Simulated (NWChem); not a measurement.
# H$_{2}$Sn

```xyz
3

Sn     0.0000     0.0000    -0.0484
H      1.2622     0.0000     1.2089
H     -1.2622     0.0000     1.2089
```
Charge 0, spin multiplicity 1.

The numbers come from NWChem runs, not from measurements. Structure: optimised with PBE0/def2-SVP with def2 effective core potentials on Sn, a minimum by its harmonic frequencies.

Symmetry labels belong to the abelian group C2v used in the runs, with the axes of the coordinates shown; states degenerate in a higher group split over its labels.

Effective core potentials replace the inner electrons of Sn; spin-orbit coupling is left out. The structure started from a generated list of species.

**Question.** List the lowest 6 singlet excitations that TDA-PBE0/def2-SVPD with def2 effective core potentials on Sn gives, with oscillator strengths.

**Answer.** 
| state | symmetry | energy (eV) | wavelength (nm) | f |
|---|---|---|---|---|
| 1 | b2 | 2.48 | 501 | 0.022 |
| 2 | a2 | 3.75 | 331 | 0.000 |
| 3 | a1 | 5.84 | 212 | 0.236 |
| 4 | b1 | 6.31 | 196 | 0.209 |
| 5 | a1 | 6.97 | 178 | 0.001 |
| 6 | a2 | 7.53 | 165 | 0.000 |
